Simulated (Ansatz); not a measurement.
Start from `[OH][Ti]([F])([Cl])[I]` and change one atom or group to get `[OH][Ti]([F])([F])[Cl]`.

Ansatz, PBE0-D4/def2-TZVP geometries, multiplicity 1. Each molecule was computed in one conformer, which needn't be the lowest.

Elements past krypton have def2 core potentials. Scalar relativity is left out up to krypton. Spin–orbit coupling is left out; it splits and shifts lone-pair levels of the heavy atoms by tenths of an eV.

```
                                          property  `[OH][Ti]([F])([Cl])[I]`
                 LUMO energy (PBE/def2-TZVPP) / eV                     -4.07
size of the dipole moment (ωB97M-V/def2-TZVPP) / D                      2.44
                HOMO energy (PBE0/def2-TZVPP) / eV                     -8.07
             HOMO–LUMO gap (B3LYP/def2-TZVPP) / eV                      4.34
    zero-point energy (PBE0-D4/def2-TZVP) / kJ/mol                      45.4
                LUMO energy (PBE0/def2-TZVPP) / eV                     -3.27
```

Task: Give the same properties after the change, and the shifts. (Estimate.)

Result: The calculation gave: 
| property | `[OH][Ti]([F])([F])[Cl]` | shift |
| --- | --- | --- |
| LUMO energy (PBE/def2-TZVPP) / eV | -3.78 | 0.29 |
| size of the dipole moment (ωB97M-V/def2-TZVPP) / D | 2.51 | 0.07 |
| HOMO energy (PBE0/def2-TZVPP) / eV | -9.62 | -1.55 |
| HOMO–LUMO gap (B3LYP/def2-TZVPP) / eV | 6.19 | 1.85 |
| zero-point energy (PBE0-D4/def2-TZVP) / kJ/mol | 49.1 | 3.7 |
| LUMO energy (PBE0/def2-TZVPP) / eV | -2.86 | 0.41 |

With PBE0 the HOMO falls by 1.55 eV and the LUMO rises by 0.41 eV, so the gap widens by about 1.96 eV. PBE moves the HOMO by -1.20 eV and ωB97M-V by -1.76 eV. Dipoles are sizes alone; their direction can turn.

B3LYP here is the variant with VWN-RPA as its local correlation; programs differ in this.
